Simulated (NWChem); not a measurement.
System: SOF anion

The following NWChem deck was run.

```
start job
memory heap 200 mb stack 900 mb global 1100 mb
charge -1
geometry units angstroms noautoz
  O     -0.613576     1.252531     0.000000
  S      0.504404     0.173308     0.000000
  F     -0.333404    -1.432320     0.000000
end
basis spherical
  * library 6-31+g*
end
dft
  xc m05-2x
  iterations 150
  mulliken
end
task dft energy
```

NWChem printed, in part:

```
             Northwest Computational Chemistry Package (NWChem) 7.3.0
             --------------------------------------------------------

 CS  symmetry detected

                             Geometry "geometry" -> ""
                             -------------------------

 Output coordinates in angstroms (scale by  1.889725989 to convert to a.u.)

  No.       Tag          Charge          X              Y              Z
 ---- ---------------- ---------- -------------- -------------- --------------
    1 O                    8.0000    -0.60747330     1.26084505     0.00000000
    2 S                   16.0000     0.50103890     0.17189957     0.00000000
    3 F                    9.0000    -0.35075955    -1.42635039     0.00000000

 Effective nuclear repulsion energy (a.u.)      99.7800140549

      Symmetry information
      --------------------

 Group name             Cs
 Group number              2
 Group order               2
 No. of unique centers     3

                                 NWChem DFT Module
                                 -----------------

 Summary of "ao basis" -> "ao basis" (spherical)
 ------------------------------------------------------------------------------
       Tag                 Description            Shells   Functions and Types
 ---------------- ------------------------------  ------  ---------------------
 O                          6-31+g*                  8       18   4s3p1d
 S                          6-31+g*                 10       22   5s4p1d
 F                          6-31+g*                  8       18   4s3p1d

      Symmetry analysis of basis
      --------------------------

        a'         42
        a"         16

            General Information
            -------------------
          SCF calculation type: DFT
          Wavefunction type:  closed shell.
          No. of atoms     :     3
          No. of electrons :    34
           Alpha electrons :    17
            Beta electrons :    17
          Charge           :    -1
          Spin multiplicity:     1
          Use of symmetry is: on ; symmetry adaption is: on
          Maximum number of iterations: 150
          AO basis - number of functions:    58
                     number of shells:    26
          Convergence on energy requested:  1.00D-06
          Convergence on density requested:  1.00D-05
          Convergence on gradient requested:  5.00D-04

              XC Information
              --------------
                       M05-2X Method XC Functional
                     Hartree-Fock (Exact) Exchange  0.560
                M05-2X metaGGA Exchange Functional  0.440
                      M05-2X Correlation Potential  1.000

             Grid Information
             ----------------
          Grid used for XC integration:  medium
          Radial quadrature: Mura-Knowles
          Angular quadrature: Lebedev.
          Tag              B.-S. Rad. Rad. Pts. Rad. Cut. Ang. Pts.
          ---              ---------- --------- --------- ---------
          O                   0.60       49          10.0       434
          S                   1.00       88           8.0       590
          F                   0.50       49          10.0       434
          Grid pruning is: on
          Number of quadrature shells:   186
          Spatial weights used:  Erf1

      Superposition of Atomic Density Guess
      -------------------------------------

 Sum of atomic energies:        -571.59124804

 Renormalizing density from      33.00 to     34

      Non-variational initial energy
      ------------------------------

 Total energy =    -582.007121
 1-e energy   =   -1020.598688
 2-e energy   =     338.811552
 HOMO         =       0.174488
 LUMO         =       0.242168

      Symmetry analysis of molecular orbitals - initial
      -------------------------------------------------

  Numbering of irreducible representations:

     1 a'          2 a"

  Orbital symmetries:

     1 a'          2 a'          3 a'          4 a'          5 a'
     6 a'          7 a"          8 a'          9 a'         10 a'
    11 a'         12 a'         13 a"         14 a"         15 a'
    16 a'         17 a"         18 a'         19 a'         20 a'
    21 a"         22 a'         23 a'         24 a'         25 a"
    26 a'         27 a'

     ---------------------------------------------
      Total Density - Mulliken Population Analysis
     ---------------------------------------------

    Atom       Charge   Shell Charges
 -----------   ------   -------------------------------------------------------
    1 O    8     8.87   2.00  0.90  2.79  1.01  2.11 -0.07  0.12  0.01
    2 S   16    15.64   2.00  2.00  5.94  1.07  1.79  0.84  1.15  0.11  0.67  0.09
    3 F    9     9.49   2.00  0.91  3.14  1.06  2.26 -0.07  0.18  0.00

   convergence    iter        energy       DeltaE   RMS-Dens  Diis-err
 ---------------- ----- ----------------- --------- --------- ---------
 d= 0,ls=0.0,diis     1   -572.9526942696 -6.73D+02  4.21D-02  1.81D+00
 d= 0,ls=0.0,diis     2   -573.0187966885 -6.61D-02  1.95D-02  1.55D+00
 d= 0,ls=0.0,diis     3   -573.1852830539 -1.66D-01  5.00D-03  2.49D-01
 d= 0,ls=0.0,diis     4   -573.2095792700 -2.43D-02  1.32D-03  4.29D-03
 d= 0,ls=0.0,diis     5   -573.2100099744 -4.31D-04  4.72D-04  2.10D-03
  Resetting Diis
 d= 0,ls=0.0,diis     6   -573.2102031709 -1.93D-04  3.29D-04  4.48D-05
 d= 0,ls=0.0,diis     7   -573.2102203258 -1.72D-05  1.02D-04  3.02D-06
 d= 0,ls=0.0,diis     8   -573.2102217580 -1.43D-06  2.76D-05  1.91D-06
 d= 0,ls=0.0,diis     9   -573.2102220599 -3.02D-07  2.85D-05  4.92D-07
 d= 0,ls=0.0,diis    10   -573.2102221888 -1.29D-07  1.11D-05  5.12D-08
 d= 0,ls=0.0,diis    11   -573.2102222018 -1.30D-08  2.66D-06  2.97D-08

         Total DFT energy =     -573.210222201767
      One electron energy =     -999.520231738806
           Coulomb energy =      371.392753687357
    Exchange-Corr. energy =      -44.862758205246
 Nuclear repulsion energy =       99.780014054929

 Numeric. integr. density =       34.000000797593

                  Occupations of the irreducible representations
                  ----------------------------------------------

                     irrep           alpha         beta
                     --------     --------     --------
                     a'               13.0         13.0
                     a"                4.0          4.0

                       DFT Final Molecular Orbital Analysis
                       ------------------------------------

 Vector   15  Occ=2.000000D+00  E=-2.155752D-01  Symmetry=a"
              MO Center= -2.9D-01,  5.9D-01,  4.5D-15, r^2= 1.9D+00
   Bfn.  Coefficient  Atom+Function         Bfn.  Coefficient  Atom+Function
  ----- ------------  ---------------      ----- ------------  ---------------
     5      0.471466  1 O  pz                27      0.357868  2 S  pz
     9      0.313276  1 O  pz                45     -0.276703  3 F  pz
    49     -0.183861  3 F  pz                23     -0.136035  2 S  pz
    31      0.135964  2 S  pz                53     -0.069520  3 F  pz
    13      0.065111  1 O  pz                37      0.047684  2 S  d -1

 Vector   16  Occ=2.000000D+00  E=-1.575617D-01  Symmetry=a'
              MO Center= -3.8D-01,  5.8D-01, -2.2D-15, r^2= 2.1D+00
   Bfn.  Coefficient  Atom+Function         Bfn.  Coefficient  Atom+Function
  ----- ------------  ---------------      ----- ------------  ---------------
     3      0.440100  1 O  px                 7      0.304445  1 O  px
     4      0.275253  1 O  py                44      0.272876  3 F  py
    28     -0.259747  2 S  s                 48      0.210769  3 F  py
     8      0.201829  1 O  py                26      0.162669  2 S  py
    24     -0.155698  2 S  s                 30      0.122951  2 S  py

 Vector   17  Occ=2.000000D+00  E=-3.202626D-02  Symmetry=a"
              MO Center=  1.9D-01,  4.5D-01,  3.7D-15, r^2= 2.2D+00
   Bfn.  Coefficient  Atom+Function         Bfn.  Coefficient  Atom+Function
  ----- ------------  ---------------      ----- ------------  ---------------
    27      0.586857  2 S  pz                31      0.418178  2 S  pz
     5     -0.412133  1 O  pz                 9     -0.310887  1 O  pz
    23     -0.212764  2 S  pz                13     -0.209779  1 O  pz
    35      0.169021  2 S  pz                45     -0.149499  3 F  pz
    49     -0.100229  3 F  pz                53     -0.082806  3 F  pz

 Vector   18  Occ=0.000000D+00  E= 1.908693D-01  Symmetry=a'
              MO Center=  9.8D-01,  5.0D-01, -1.1D-15, r^2= 5.8D+00
   Bfn.  Coefficient  Atom+Function         Bfn.  Coefficient  Atom+Function
  ----- ------------  ---------------      ----- ------------  ---------------
    34      0.699257  2 S  py                33      0.563290  2 S  px
    50      0.527076  3 F  s                 30      0.465260  2 S  py
    10     -0.374819  1 O  s                 32      0.366330  2 S  s
    26      0.364136  2 S  py                28     -0.336932  2 S  s
    11     -0.324828  1 O  px                25      0.195830  2 S  px

 Vector   19  Occ=0.000000D+00  E= 2.130148D-01  Symmetry=a'
              MO Center=  1.8D+00, -8.5D-01, -3.4D-14, r^2= 6.5D+00
   Bfn.  Coefficient  Atom+Function         Bfn.  Coefficient  Atom+Function
  ----- ------------  ---------------      ----- ------------  ---------------
    32      1.347768  2 S  s                 34     -0.657775  2 S  py
    33      0.621234  2 S  px                50     -0.602359  3 F  s
    29     -0.429185  2 S  px                28     -0.310269  2 S  s
    12      0.189053  1 O  py                51     -0.181864  3 F  px
    30     -0.168559  2 S  py                26     -0.148650  2 S  py

[...]
```

Level: M05-2X/6-31+G* (spherical d). All runs use the structure optimised with B3LYP/def2-SVPD.
